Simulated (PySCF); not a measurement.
PySCF input file for B(PH2)3 (BH6P3), SMILES PB(P)P, PBE0-D3(BJ)/def2-SVP. The structure is a stationary point at PBE0-D3(BJ)/def2-SVP. One conformer was computed; it need not be the lowest.

```python
import numpy as np
from pyscf import gto, scf, dft, df
from pyscf.hessian import thermo

mol = gto.M(
    atom='''
    B     0.03647579    0.01389912   -0.00000000
    P     0.12375379   -1.87928487   -0.00000006
    H    -0.75614230   -2.20327935    1.07149484
    H    -0.75614231   -2.20327929   -1.07149496
    P    -0.11809616    0.94636671    1.64497368
    H     0.65035955    0.09818560    2.49084831
    H     0.85788232    1.96948088    1.47900856
    P    -0.11809616    0.94636681   -1.64497362
    H     0.85788231    1.96948097   -1.47900845
    H     0.65035954    0.09818575   -2.49084832
    ''',
    basis='def2-SVP',
    charge=0,
    spin=0,
    max_memory=1600,
    verbose=3,
)
mf = dft.RKS(mol, xc='pbe0').density_fit(auxbasis='def2-universal-jkfit')
mf.disp = 'd3bj'
mf.grids.level = 3
mf.conv_tol = 1e-11
mf.max_cycle = 100
mf.kernel()

# [left out here: the lines that compute and print the analytic Hessian (its translational invariance restored by hand, since the grid's response is missing), thermochemistry and intensities]
```

Program output:

```
converged SCF energy = -1051.7529500693

WARN: DFTD3 does not support analytical Hessian, using finite difference


WARN: Mole.unit (angstrom) is changed to Bohr

Mode                                 0                   1                   2
Irrep
Freq [cm^-1]                      161.2555            166.6686            184.6562
Reduced mass [au]                   4.9410              6.5155              1.0514
Force const [Dyne/A]                0.0757              0.1066              0.0211
Char temp [K]                     232.0107            239.7991            265.6792
Normal mode                   x     y     z       x     y     z       x     y     z
       0   B                 0.00 -0.00 -0.08    0.01 -0.08  0.00   -0.00  0.00 -0.00
       1   P                -0.00 -0.00  0.10    0.01 -0.09 -0.00   -0.00  0.00  0.00
       2   H                 0.05  0.15  0.18   -0.00 -0.07 -0.00   -0.07  0.03 -0.04
       3   H                -0.05 -0.15  0.18   -0.00 -0.07  0.00    0.07 -0.03 -0.04
       4   P                 0.00 -0.08 -0.04   -0.00  0.05 -0.08    0.01  0.02 -0.01
       5   H                -0.00 -0.13 -0.09   -0.04  0.14  0.04   -0.39 -0.22  0.11
       6   H                -0.01 -0.06  0.04    0.02  0.02 -0.18    0.38 -0.31  0.13
       7   P                -0.00  0.08 -0.04   -0.00  0.05  0.08   -0.01 -0.02 -0.01
       8   H                 0.01  0.06  0.04    0.02  0.02  0.18   -0.38  0.31  0.13
       9   H                 0.00  0.13 -0.09   -0.04  0.14 -0.04    0.39  0.22  0.11
Mode                                 3                   4                   5
Irrep
Freq [cm^-1]                      230.9838            231.1713            282.5492
Reduced mass [au]                   1.0787              1.0737              2.5341
Force const [Dyne/A]                0.0339              0.0338              0.1192
Char temp [K]                     332.3342            332.6040            406.5254
Normal mode                   x     y     z       x     y     z       x     y     z
       0   B                 0.00  0.00 -0.02   -0.04 -0.01 -0.00   -0.23 -0.02 -0.00
       1   P                -0.00 -0.00  0.04    0.02  0.01  0.00    0.02 -0.00  0.00
       2   H                -0.54  0.03 -0.39    0.08 -0.10  0.01    0.10 -0.20  0.01
       3   H                 0.54 -0.03 -0.39    0.08 -0.10 -0.01    0.10 -0.20 -0.01
       4   P                 0.01 -0.01 -0.00   -0.01  0.02 -0.01    0.02  0.01  0.03
       5   H                 0.10  0.00 -0.06   -0.39 -0.22  0.11    0.19 -0.01 -0.15
       6   H                -0.01  0.00 -0.07    0.35 -0.30  0.13    0.05 -0.06 -0.23
       7   P                -0.01  0.01 -0.00   -0.01  0.02  0.01    0.02  0.01 -0.03
       8   H                 0.00  0.00 -0.06    0.35 -0.30 -0.13    0.05 -0.06  0.23
       9   H                -0.09 -0.00 -0.06   -0.39 -0.23 -0.11    0.19 -0.01  0.15
Mode                                 6                   7                   8
Irrep
Freq [cm^-1]                      386.0394            521.3396            584.3138
Reduced mass [au]                  12.7091              1.2632              1.1694
Force const [Dyne/A]                1.1159              0.2023              0.2352
Char temp [K]                     555.4248            750.0916            840.6975
Normal mode                   x     y     z       x     y     z       x     y     z
       0   B                -0.04 -0.01 -0.00   -0.00 -0.00  0.06    0.06 -0.04  0.00
       1   P                -0.01  0.10 -0.00   -0.00  0.00  0.01   -0.04  0.03 -0.00
       2   H                 0.05 -0.01  0.01   -0.04 -0.11 -0.06    0.27 -0.51  0.07
       3   H                 0.05 -0.01 -0.01    0.04  0.11 -0.06    0.27 -0.51 -0.07
       4   P                 0.01 -0.05 -0.08    0.03 -0.03 -0.03    0.01  0.00  0.01
       5   H                 0.02 -0.03 -0.08   -0.24  0.19  0.40   -0.04  0.14  0.19
       6   H                -0.02 -0.03 -0.11   -0.19  0.21  0.21   -0.09  0.11  0.09
       7   P                 0.01 -0.05  0.08   -0.03  0.03 -0.03    0.01  0.00 -0.01
       8   H                -0.02 -0.03  0.11    0.19 -0.21  0.21   -0.09  0.11 -0.09
       9   H                 0.02 -0.03  0.08    0.24 -0.19  0.40   -0.04  0.14 -0.19
Mode                                 9                  10                  11
Irrep
Freq [cm^-1]                      646.1691            698.0402            705.6734
Reduced mass [au]                   1.6272              1.0484              1.2508
Force const [Dyne/A]                0.4003              0.3010              0.3670
Char temp [K]                     929.6935           1004.3244           1015.3069
Normal mode                   x     y     z       x     y     z       x     y     z
       0   B                 0.14 -0.08  0.00   -0.00 -0.00 -0.01    0.00  0.00 -0.10
       1   P                -0.01  0.03  0.00    0.00  0.00 -0.02   -0.00 -0.00 -0.03
       2   H                 0.06  0.01  0.04   -0.04  0.44  0.07   -0.07  0.41  0.04
       3   H                 0.06  0.01 -0.04    0.04 -0.44  0.07    0.07 -0.41  0.04
       4   P                -0.03  0.00  0.03   -0.00 -0.01  0.01    0.01  0.03  0.02
       5   H                 0.15  0.03 -0.09   -0.04  0.24  0.29   -0.02 -0.07 -0.06
       6   H                 0.20 -0.26 -0.38    0.04 -0.12 -0.34   -0.11  0.20  0.40
       7   P                -0.03  0.00 -0.03    0.00  0.01  0.01   -0.01 -0.03  0.02
       8   H                 0.20 -0.26  0.38   -0.04  0.12 -0.34    0.11 -0.20  0.40
       9   H                 0.15  0.03  0.09    0.04 -0.24  0.29    0.02  0.07 -0.06
Mode                                12                  13                  14
Irrep
Freq [cm^-1]                      716.9711            946.8759            953.9050
Reduced mass [au]                   1.2714              2.6254              2.7272
Force const [Dyne/A]                0.3851              1.3868              1.4621
Char temp [K]                    1031.5618           1362.3436           1372.4569
Normal mode                   x     y     z       x     y     z       x     y     z
       0   B                 0.06  0.09  0.00   -0.01 -0.24 -0.00   -0.00 -0.00  0.24
       1   P                -0.01 -0.03  0.00   -0.00  0.03  0.00    0.00  0.00 -0.02
       2   H                 0.09 -0.21  0.02    0.05  0.14  0.07   -0.04  0.27  0.03
       3   H                 0.09 -0.21 -0.02    0.05  0.14 -0.07    0.04 -0.27  0.03
       4   P                -0.01  0.01 -0.02   -0.00  0.02  0.01    0.00 -0.01 -0.03
       5   H                 0.15 -0.28 -0.45    0.07 -0.09 -0.16   -0.03 -0.19 -0.19
       6   H                 0.04  0.00  0.17   -0.02  0.09  0.29   -0.06  0.05 -0.02
       7   P                -0.01  0.01  0.02   -0.00  0.02 -0.01   -0.00  0.01 -0.03
       8   H                 0.04  0.00 -0.17   -0.02  0.09 -0.29    0.06 -0.05 -0.02
       9   H                 0.15 -0.28  0.45    0.07 -0.09  0.16    0.03  0.19 -0.19
Mode                                15                  16                  17
Irrep
Freq [cm^-1]                     1090.0223           1098.1579           1115.7441
Reduced mass [au]                   1.1024              1.0622              1.0850
Force const [Dyne/A]                0.7717              0.7548              0.7958
Char temp [K]                    1568.2995           1580.0048           1605.3073
Normal mode                   x     y     z       x     y     z       x     y     z
       0   B                -0.00 -0.00 -0.06   -0.01  0.04  0.00    0.03 -0.05 -0.00
       1   P                -0.00 -0.00  0.00   -0.02 -0.02  0.00    0.01  0.01 -0.00
       2   H                 0.01 -0.04 -0.00    0.41  0.26  0.42   -0.12 -0.09 -0.13
       3   H                -0.01  0.04 -0.00    0.41  0.26 -0.42   -0.12 -0.09  0.13
       4   P                 0.02  0.01  0.02    0.01 -0.00  0.00    0.01  0.01  0.02
       5   H                -0.33 -0.33 -0.02   -0.12 -0.10  0.01   -0.30 -0.35 -0.07
       6   H                -0.27  0.20 -0.34   -0.09  0.07 -0.12   -0.25  0.20 -0.30
       7   P                -0.02 -0.01  0.02    0.01 -0.00 -0.00    0.01  0.01 -0.02
       8   H                 0.27 -0.20 -0.34   -0.09  0.07  0.12   -0.25  0.20  0.30
       9   H                 0.33  0.33 -0.02   -0.12 -0.10 -0.01   -0.30 -0.35  0.07
Mode                                18                  19                  20
Irrep
Freq [cm^-1]                     2424.1858           2425.7659           2430.8976
Reduced mass [au]                   1.0335              1.0338              1.0334
Force const [Dyne/A]                3.5785              3.5842              3.5981
Char temp [K]                    3487.8637           3490.1370           3497.5204
Normal mode                   x     y     z       x     y     z       x     y     z
       0   B                -0.00  0.00 -0.00    0.00 -0.00 -0.00   -0.00  0.00  0.00
       1   P                -0.03 -0.01 -0.00    0.00  0.00 -0.00   -0.01 -0.00  0.00
       2   H                 0.40  0.16 -0.51   -0.01 -0.00  0.01    0.11  0.04 -0.14
       3   H                 0.40  0.16  0.52    0.01  0.00  0.01    0.11  0.04  0.14
       4   P                 0.01  0.00  0.00    0.02  0.01  0.01   -0.02 -0.00 -0.01
       5   H                -0.06  0.07 -0.07   -0.21  0.25 -0.25    0.23 -0.27  0.27
       6   H                -0.10 -0.11  0.02   -0.37 -0.41  0.07    0.33  0.37 -0.06
       7   P                 0.01  0.00 -0.00   -0.02 -0.01  0.01   -0.02 -0.00  0.01
       8   H                -0.10 -0.11 -0.02    0.37  0.41  0.07    0.33  0.37  0.06
       9   H                -0.06  0.07  0.07    0.21 -0.25 -0.25    0.23 -0.27 -0.27
Mode                                21                  22                  23
Irrep
Freq [cm^-1]                     2444.2552           2448.4885           2449.3915
Reduced mass [au]                   1.0437              1.0432              1.0433
Force const [Dyne/A]                3.6739              3.6849              3.6879
Char temp [K]                    3516.7390           3522.8298           3524.1290
Normal mode                   x     y     z       x     y     z       x     y     z
       0   B                 0.00  0.00  0.00    0.00  0.00 -0.00    0.00 -0.00 -0.00
       1   P                -0.00 -0.00  0.03    0.00  0.00 -0.02   -0.00 -0.00 -0.00
       2   H                 0.36  0.13 -0.44   -0.23 -0.09  0.28    0.01  0.00 -0.01
       3   H                -0.36 -0.13 -0.44    0.23  0.09  0.28    0.01  0.00  0.01
       4   P                -0.00  0.01 -0.01   -0.00  0.02 -0.01   -0.00 -0.02  0.01
       5   H                 0.16 -0.18  0.18    0.26 -0.28  0.29   -0.28  0.31 -0.31
       6   H                -0.16 -0.16  0.03   -0.23 -0.24  0.04    0.31  0.33 -0.05
       7   P                 0.00 -0.01 -0.01    0.00 -0.02 -0.01   -0.00 -0.02 -0.01
       8   H                 0.16  0.16  0.03    0.23  0.24  0.04    0.31  0.33  0.05
       9   H                -0.16  0.18  0.18   -0.26  0.28  0.28   -0.28  0.31  0.31
temperature 298.1500 [K]
pressure 101325.00 [Pa]
Rotational constants [GHz] 2.69798 2.64065 1.36718
Symmetry number 1
Zero-point energy (ZPE) 0.05774 [Eh]   151587.918 [J/mol]
                           tot       elec      trans        rot        vib
Entropy [J/mol/K]       352.386      0.000    167.344    116.699     68.344
Cv [J/mol/K]            107.781      0.000     12.472     12.472     82.837
Cp [J/mol/K]            116.095      0.000     20.786     12.472     82.837
Internal energy [J/mol]                      3718.434   3718.434 163730.230
Internal energy [Eh]   -1051.68776  -1051.75295
Enthalpy [J/mol]                             6197.391   3718.434 163730.230
Enthalpy [Eh]          -1051.68681
Gibbs free energy [J/mol]                  -43696.135 -31075.422 143353.602
Gibbs free energy [Eh] -1051.72683
mode   freq/cm-1   IR/(km/mol)
   1      161.26         0.394
   2      166.67         0.743
   3      184.66         0.279
   4      230.98        12.133
   5      231.17        16.538
   6      282.55         9.817
   7      386.04         0.786
   8      521.34        50.749
   9      584.31        15.947
  10      646.17        31.983
  11      698.04         0.013
  12      705.67        16.802
  13      716.97        12.518
  14      946.88        30.192
  15      953.91        36.369
  16     1090.02        40.646
  17     1098.16        16.593
  18     1115.74        37.158
  19     2424.19        18.551
  20     2425.77        32.754
  21     2430.90        49.725
  22     2444.26         9.171
  23     2448.49        51.194
  24     2449.39        54.992
max |gradient| / (hartree/bohr): 8.227986645748706e-05
APT charges: [ 0.4069 -0.0176 -0.0596 -0.0596 -0.0108 -0.0596 -0.0647 -0.0108 -0.0647
 -0.0596]
```

Self-consistency was reached.
